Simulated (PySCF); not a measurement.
# Excitation energy of Ir by level of theory

Ir [Xe] 4f14 5d7 6s2 (4F) → Ir [Xe] 4f14 5d8 6s1 (4F), as a difference of total energies. All numbers are calculated (PySCF 2.14, scalar relativity through the core potential, in aug-cc-pVTZ-PP with ECP60MDF (6s6p5d3f2g, 88 functions)). Correlated levels: valence: 5s2 5p6 frozen. The calculations carry no spin-orbit coupling.

```csv
method,excitation energy (cm⁻¹)
UHF,1961.0
MP2 (valence),268.11
SCS-MP2 (valence),826.95
CCSD (valence),1462.4
CCSD(T) (valence),1368.8
```

Question: How much does correlation contribute at CCSD(T) (valence)?

Answer: 1368.8 − (1961.0) = -592.2 cm⁻¹, measured against UHF.

Errors of the correlated levels include the incompleteness of this basis and the frozen core.

For comparison: 1111.6 cm⁻¹ (measured; NIST levels, between the centres of gravity of the two terms).
